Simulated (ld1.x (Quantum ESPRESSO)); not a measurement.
# An all-electron radial function and its pseudo partner (cadmium)

Columns: radius, all-electron u(r) and pseudo u(r) of the 5p shell (level -2.07 eV) of cadmium in the configuration [Kr] 4d10 5s1 5p1; PBEsol, scalar-relativistic, TM scheme, ld1.x (Quantum ESPRESSO) 7.5.

```csv
r (bohr),all-electron,pseudo
0.108,0.0445,-0.0021
0.215,-0.1063,-0.0083
0.322,-0.0963,-0.0181
0.430,0.0117,-0.0310
0.538,0.1182,-0.0462
0.645,0.1812,-0.0626
0.752,0.1975,-0.0796
0.860,0.1763,-0.0971
0.968,0.1303,-0.1147
1.075,0.0713,-0.1326
1.182,0.0066,-0.1517
1.290,-0.0592,-0.1729
1.398,-0.1224,-0.1971
1.505,-0.1807,-0.2247
1.612,-0.2337,-0.2560
1.720,-0.2817,-0.2906
1.828,-0.3241,-0.3265
1.935,-0.3608,-0.3612
2.042,-0.3926,-0.3926
2.150,-0.4201,-0.4201
2.258,-0.4433,-0.4433
2.365,-0.4625,-0.4625
2.472,-0.4783,-0.4783
2.580,-0.4910,-0.4910
2.688,-0.5009,-0.5009
2.795,-0.5083,-0.5083
```

Q: How many radial nodes do the two functions have?

A: The all-electron 5p function has n − l − 1 = 3; the pseudo-wave has 0, since the states of the same l below it are removed with the core.

Q: At about which radius was the pseudo-wave matched?

A: 2.15 bohr. The columns agree to 0.0005 from 1.94 bohr on; several derivatives are matched, so the curves merge somewhat inside the radius.

Q: Is the pseudo-wave norm-conserving?

A: Yes: the TM scheme keeps the norm inside the radius equal to the all-electron one, which fixes the energy derivative of the logarithmic derivative at the level.
